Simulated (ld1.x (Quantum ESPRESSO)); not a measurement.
# Building the PAW potential for praseodymium (Pr) (LDA (PZ), scalar-relativistic).

praseodymium, PAW, made with ld1.x (Quantum ESPRESSO) 7.5 (LDA (PZ), scalar-relativistic). Core [Kr] 4d10, reference 4f3 5s2 5p6 5d0 6s2 6p0. Waves: 5s (bound): rcut 2.20, rcutus 2.90 bohr; 6s (bound): rcut 2.20, rcutus 2.90 bohr; 5p (bound): rcut 2.55, rcutus 2.80 bohr; 6p (bound, empty): rcut 2.55, rcutus 2.80 bohr; 5d (bound, empty): rcut 3.15, rcutus 3.50 bohr; 5d channel at 0.5 Ry: rcut 3.15, rcutus 3.50 bohr; 4f (bound): rcut 1.15, rcutus 1.55 bohr; 4f channel at 2.9 Ry: rcut 1.15, rcutus 1.55 bohr. Local part: all-electron potential smoothed inside 2.15 bohr (lloc = -1). Core correction: Bessel-smoothed model core inside 1.50 bohr. Augmentation charge: BESSEL, radius 1.25 bohr.

All-electron outer shells of the reference configuration (LDA (PZ), scalar-relativistic, ld1.x):

| shell | level (eV) | outermost node (bohr) | outermost maximum (bohr) |
| --- | --- | --- | --- |
| 4p | -214.74 | 0.32 | 0.60 |
| 4d | -110.40 | 0.30 | 0.64 |
| 5s | -39.13 | 0.74 | 1.35 |
| 5p | -21.54 | 0.79 | 1.53 |
| 6s | -3.59 | 1.81 | 3.80 |
| 5d | -2.16 | 0.91 | 2.30 |
| 4f | -1.43 | – | 0.69 |
| 6p | -1.29 | 2.18 | 5.13 |

Question: Does the generator finish with these settings?

Answer: Yes, a potential is produced and its reference levels are reproduced.

Question: Is the overlap operator S = 1 + Σ q|β⟩⟨β| positive definite (Bessel basis up to 400 Ry)?

Answer: No: its lowest eigenvalue is -0.105, in the p channel, so the generalised eigenproblem breaks down once the basis is large enough.

Its largest configuration-test error is +20 meV (4f3 5s2 5p6 5d0 6s0 6p0). Test run stopped at test 3 of 9 (negative rho).

The ghost test of this file was not conclusive. Its overlap operator is not positive definite in a basis up to 400 Ry (lowest eigenvalue p -0.10), so the file is unfit for use: the generalised eigenproblem breaks down once the basis is large enough, and its test numbers describe a broken file.
